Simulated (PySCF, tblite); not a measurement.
Isomers of C3H14OSi4. Level: GFN2-xTB in tblite, geometry and Hessian alike; calculated harmonic values, unscaled, isolated species. Against measured fundamentals such values can be off by several per cent, at times by over 20. Modes of hydrogen on silicon can be 10 to 20 % off. One conformer each.

Electronic energies: PBE0/pcSseg-1 single points on the GFN2-xTB geometries (PySCF, gas phase).

```
                           SMILES  electronic energy, lowest = 0 (kJ/mol)
   C[SiH2][SiH]([SiH2]C)[SiH2]C=O                                     0.0
[SiH3]/C=C(\[SiH3])O[SiH2]C[SiH3]                                    10.1
O=CC([SiH3])([SiH3])[SiH2]C[SiH3]                                    22.6
```

Question: How do GFN2-xTB zero-point energies change the relative energies?

Answer: 
```
                           SMILES  ZPE (kJ/mol)  of it from modes above 1550 cm⁻¹  electronic (kJ/mol)  with ZPE, lowest = 0 (kJ/mol)  lowest mode (cm⁻¹)  rings
   C[SiH2][SiH]([SiH2]C)[SiH2]C=O         389.5                             226.0                  0.0                           10.1                  20      0
[SiH3]/C=C(\[SiH3])O[SiH2]C[SiH3]         369.3                             210.6                 10.1                            0.0                  22      0
O=CC([SiH3])([SiH3])[SiH2]C[SiH3]         370.4                             210.8                 22.6                           13.6                  34      0
```

The zero-point energies span 20.2 kJ/mol, from `[SiH3]/C=C(\[SiH3])O[SiH2]C[SiH3]` to `C[SiH2][SiH]([SiH2]C)[SiH2]C=O`. With it `[SiH3]/C=C(\[SiH3])O[SiH2]C[SiH3]` becomes the lowest.

Question: And how do the electronic energies of GFN2-xTB itself compare?

Answer: `C[SiH2][SiH]([SiH2]C)[SiH2]C=O` 286.4; `[SiH3]/C=C(\[SiH3])O[SiH2]C[SiH3]` 0.0; `O=CC([SiH3])([SiH3])[SiH2]C[SiH3]` 136.0 kJ/mol, lowest = 0. Against the energies above, taken from the same isomer `C[SiH2][SiH]([SiH2]C)[SiH2]C=O`, the largest difference is 296.5 kJ/mol.
